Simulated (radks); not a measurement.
Values are calculated unless marked as measured or tabulated.
Task: Ionisation of the ytterbium ion Yb+, [Xe] 4f14 6s1, to Yb2+, [Xe] 4f14, under several functionals. Dirac Kohn-Sham, spin-unpolarised, spherical densities, finite nucleus; a radial shooting solver on a logarithmic mesh with Libxc functionals. The NIST Atomic Spectra Database gives 12.179 eV (measured). Rank these functionals by the error of their Delta-SCF ionisation energy: revPBE; HCTH/407; SOGGA; BP86.

Result: From best to worst: revPBE 12.113 eV (-0.066); BP86 12.261 eV (+0.082); SOGGA 12.035 eV (-0.144); HCTH/407 12.399 eV (+0.220). Spin polarisation and multiplet splitting are left out, so open shells lie too high by an amount that depends on their filling.

Beside tabulated values, note that spin-unpolarised runs miss the spin-polarisation part of the exchange energy of open shells.
